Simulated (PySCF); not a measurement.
# Structure elucidation problem

The spectra below were simulated for a compound C₈H₉FO.

1H NMR (400 MHz, computed): δ 7.41 (m, 2H), 7.07 (m, 2H), 4.37 (s, 2H), 3.07 (s, 3H).

13C{1H} NMR (computed): δ 166.8 (C), 136.5 (C), 131.5 (CH, 2C), 117.8 (CH, 2C), 74.3 (CH2), 56.2 (CH3).

No relativistic terms, one computed conformer, fast rotation and ring inversion assumed for equivalent nuclei, isolated molecule. Geometry: PBE0-D3(BJ)/def2-SVP; shieldings: GIAO B97-2/pcSseg-1; PySCF.

Chemical shifts δ = σref − σ; TMS for 1H (31.38 ppm), 13C (183.69 ppm), all at this level.

Deduce the structure.

Answers


- Rings plus π bonds: 4 (1 ring in the answer).
- 6 carbon signals for 8 carbons: some carbons are equivalent by symmetry or fast rotation.
- Carbon types of the structure: 2 × C, 4 × CH, 1 × CH2, 1 × CH3, which accounts for all hydrogens.
- δC 166.8: aromatic carbon bearing fluorine; an ipso carbon deshielded by its heteroatom.
- δC 136.5: substituted aromatic carbon.
- δC 131.5, 117.8: aromatic CH.
- δC 74.3: sp3 CH2 bonded to O, on an aromatic ring; the inductive effect lowers its shielding.
- δC 56.2: methyl carbon bonded to O; pulled downfield by the heteroatom.
- δH 4.37: hydrogen on an sp3 CH2 bonded to O, on an aromatic ring; its carbon carries O, which withdraws density.
- δH 3.07: hydrogen on a methyl carbon bonded to O; its carbon carries O, hence the downfield position.

These data were computed for SMILES c1c(F)ccc(COC)c1.

The data come from this structure; uniqueness wasn't tested.

Splittings by 19F in the carbon and heteronuclear signals aren't shown, as no couplings were computed. Shifts are as computed. Against solution values, carbons near 30 ppm lie about +1 ppm off and those near 130 ppm about +2 ppm. Of 1211 compounds with measured shifts, 218 miss one by over three times the rms of a fit or turn the order of signals round; such compounds aren't used in these exercises. Multiplicities follow the n + 1 count of equivalent neighbours, as no J values were calculated; m marks all less simple cases, F and P coupling included.
